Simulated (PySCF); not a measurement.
BH2O2, SMILES [B](O)O (connectivity only; charge and spin as stated), charge +1, multiplicity 1. Atoms are numbered in the order given.

```xyz
5

O      0.0750     1.2523    -0.0546
B      0.0000     0.0000     0.0224
O     -0.0750    -1.2523    -0.0546
H     -0.3773     1.9915     0.3811
H      0.3773    -1.9915     0.3811
```
Charge +1, spin multiplicity 1.

The structure is a stationary point at B3LYP-D3(BJ)/def2-TZVP. The spin state was assumed, not searched. The isomer is the one that the SMILES or the coordinates give; other isomers of the formula were not compared. The values are those of a single conformer.

These are B3LYP-D3(BJ)/def2-TZVP (PySCF) values and carry that method's errors.

Frequencies are harmonic and unscaled.

Computed harmonic wavenumbers and intensities:
```json
[
 {"mode": "1", "ν (cm⁻¹)": "302", "IR (km/mol)": "210.3", "Raman (Å⁴/amu)": "0.5", "depolarisation": "0.73", "moving atoms (share of kinetic energy)": "H 84 %, O 14 %"},
 {"mode": "2", "ν (cm⁻¹)": "431", "IR (km/mol)": "90.8", "Raman (Å⁴/amu)": "0.0", "depolarisation": "–", "moving atoms (share of kinetic energy)": "B 52 %, H 37 %, O 11 %"},
 {"mode": "3", "ν (cm⁻¹)": "433", "IR (km/mol)": "0.6", "Raman (Å⁴/amu)": "0.2", "depolarisation": "0.71", "moving atoms (share of kinetic energy)": "B 53 %, H 35 %, O 11 %"},
 {"mode": "4", "ν (cm⁻¹)": "610", "IR (km/mol)": "430.0", "Raman (Å⁴/amu)": "0.5", "depolarisation": "0.75", "moving atoms (share of kinetic energy)": "H 58 %, B 22 %, O 20 %"},
 {"mode": "5", "ν (cm⁻¹)": "628", "IR (km/mol)": "124.8", "Raman (Å⁴/amu)": "3.0", "depolarisation": "0.34", "moving atoms (share of kinetic energy)": "H 61 %, B 20 %, O 19 %"},
 {"mode": "6", "ν (cm⁻¹)": "1083", "IR (km/mol)": "0.0", "Raman (Å⁴/amu)": "12.2", "depolarisation": "0.13", "moving atoms (share of kinetic energy)": "O 92 %"},
 {"mode": "7", "ν (cm⁻¹)": "2085", "IR (km/mol)": "526.6", "Raman (Å⁴/amu)": "0.1", "depolarisation": "0.75", "moving atoms (share of kinetic energy)": "B 76 %, O 21 %"},
 {"mode": "8", "ν (cm⁻¹)": "3746", "IR (km/mol)": "1043.4", "Raman (Å⁴/amu)": "10.4", "depolarisation": "0.75", "moving atoms (share of kinetic energy)": "H 94 %"},
 {"mode": "9", "ν (cm⁻¹)": "3767", "IR (km/mol)": "116.5", "Raman (Å⁴/amu)": "84.4", "depolarisation": "0.17", "moving atoms (share of kinetic energy)": "H 93 %"}
]
```
